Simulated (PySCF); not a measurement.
C4H7F2Si: g tensor and hyperfine couplings

Compound: C4H7F2Si (doublet state).
Z-matrix (Å and degrees, GFN2-xTB geometry), rows numbered from 1:
```
C 
C   1  1.2875
Si  2  1.9453  1  121.32
C   2  1.5086  1  123.97  3  -176.60
C   4  1.5187  2  110.20  1    97.84
F   5  1.3589  4  111.13  2    63.84
F   5  1.3570  4  110.92  2  -178.86
H   1  1.0663  2  135.73  3    -3.14
H   3  1.4622  2  106.49  1    39.81
H   3  1.4612  2  107.64  1   158.86
H   3  1.4590  2  107.73  1   -79.95
H   4  1.0915  2  110.95  1  -142.31
H   4  1.0914  2  110.70  1   -21.08
H   5  1.1003  4  113.25  2   -57.42
```

The hyperfine couplings belong to this conformer and change with its torsions.

The species is `[H]/[C]=C(\[SiH3])CC(F)F` [radical].

Theory: UKS B3LYP, pcH-1 on C F H Si, non-relativistic, mean-field spin-orbit, GIAO (PySCF 2.14.0). Geometry: GFN2-xTB, one conformer, isolated molecule. Couplings are sensitive to structure, and on GFN2-xTB geometries they can be far from those on DFT ones. The SCF solution wasn't tested for stability.

| Item | Value |
| --- | --- |
| g1, g2, g3 | 2.00144, 2.00218, 2.00269 |
| g_iso | 2.00210 |
| Form of g | rhombic: the two nearest values differ by 41 % of g3 − g1 |
| ⟨S²⟩ | 0.7584 (exact 0.7500) |
| α and β electrons | 32, 31 |
| HOMO–LUMO gap, α and β orbitals | 5.68, 5.13 eV |
| Total energy | -645.74597 Eh |

Isotropic coupling and dipolar principal values T1 to T3, in G (MHz turned into gauss with g_iso; 10 G = 1 mT):

| atom | isotope | a_iso | of which spin–orbit | T1 | T2 | T3 | Mulliken spin population |
| --- | --- | --- | --- | --- | --- | --- | --- |
| C1 | 13C | 100.3 | 0.0 | -27.3 | -20.2 | 47.5 | 0.97 |
| C2 | 13C | -10.1 | 0.0 | -7.0 | 0.1 | 6.8 | -0.15 |
| Si3 | 29Si | -42.5 | 0.1 | -9.9 | 4.7 | 5.2 | 0.11 |
| C4 | 13C | 24.4 | 0.0 | -2.1 | -1.8 | 3.9 | 0.05 |
| C5 | 13C | -3.0 | 0.0 | -0.1 | -0.1 | 0.2 | 0.00 |
| F6 | 19F | 0.8 | 0.0 | -1.1 | 0.0 | 1.1 | 0.00 |
| F7 | 19F | 3.6 | 0.0 | -1.2 | -1.0 | 2.2 | 0.00 |
| H8 | 1H | 21.0 | 0.0 | -10.7 | -2.6 | 13.2 | 0.01 |
| H9 | 1H | -2.2 | 0.0 | -1.0 | -0.5 | 1.5 | 0.00 |
| H10 | 1H | 9.3 | 0.0 | -0.8 | -0.2 | 1.0 | 0.02 |
| H11 | 1H | -1.5 | 0.0 | -0.8 | -0.4 | 1.2 | 0.00 |
| H12 | 1H | -2.5 | 0.0 | -1.2 | -0.8 | 2.0 | 0.00 |
| H13 | 1H | -1.8 | 0.0 | -2.2 | -0.7 | 2.8 | 0.01 |
| H14 | 1H | 0.0 | 0.0 | -0.8 | -0.6 | 1.4 | 0.00 |

Largest spin populations (Mulliken): C1 (+0.97), C2 (-0.15) and Si3 (+0.11). C1 is the only atom above +0.15.

Axes: g2 points within 3° of the C2–Si3 bond.

Under fast tumbling the dipolar parts average out, and these isotropic splittings remain: 1 × 1H (H8, I = 1/2, 2 lines) with 2.10 mT, 2 × 19F (F6/F7, I = 1/2, 3 lines) with 0.22 mT, 2 × 1H (H12/H13, I = 1/2, 3 lines) with 0.22 mT and 3 × 1H (H9/H10/H11, I = 1/2, 4 lines) with 0.18 mT.

Means are taken over nuclei equivalent by connectivity, which assumes that they swap fast. The three 1H nuclei of mean +5.1 MHz run from -6.3 to 25.9 MHz in the frozen geometry. The 19F value of +6.1 MHz is a mean of couplings from 2.1 to 10.1 MHz in this one geometry, not an average over conformers.

The 13C coupling of C1 (281.1 MHz) shows only in satellite lines or after enrichment, since that isotope makes up about 1.07 % of natural carbon.

The 29Si coupling of Si3 (-119.1 MHz) shows only in satellite lines or after enrichment, since that isotope makes up about 4.7 % of natural silicon.

The spin density at the nucleus, in bohr⁻³, is negative for C2 (-0.0251), C5 (-0.0074) and H12/H13 (-0.0014), for instance. A restricted open-shell determinant has no negative spin density anywhere; here it arises because α and β orbitals differ (spin polarisation).
